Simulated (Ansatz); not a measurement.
System: C₂H₆BBrO₂, charge 0, multiplicity 1. 
Geometry from a B3LYP-D3(BJ)/def2-TZVP (Ansatz, a quantum-chemistry and plane-wave program) optimisation:
```
B
O 1 1.3438
O 1 1.3438 2 118.59
C 3 1.4227 1 125.48 2 -180.00
H 4 1.0879 3 106.90 1 -180.00
H 4 1.0906 5 109.57 3 120.23
H 4 1.0906 5 109.57 6 119.53
C 2 1.4227 1 125.48 3 180.00
H 8 1.0879 2 106.90 1 180.00
H 8 1.0906 9 109.57 2 -120.23
H 8 1.0906 9 109.57 10 -119.53
Br 1 1.9746 2 120.70 8 0.00
```
Charge 0, spin multiplicity 1.

Computed values are from Ansatz. Valence correlation only, unless marked. Open shells are spin-unrestricted. No spin-orbit coupling. Frozen are the shells of the preceding noble gas and the d and f shells that filled before the atom's block. Non-relativistic. CBS(X,Y): correlation extrapolated as X^-3; Hartree-Fock from the larger set.

atomisation energy De: 1145.1 kcal/mol at CCSD(T)/CBS(cc-pVTZ,cc-pVQZ)
total energy: -2827.6473 Eh at CCSD(T)/CBS(cc-pVTZ,cc-pVQZ)
dipole moment: 0.17 D at CCSD(T)/aug-cc-pVDZ
T1 diagnostic: 0.012 at CCSD/cc-pVQZ
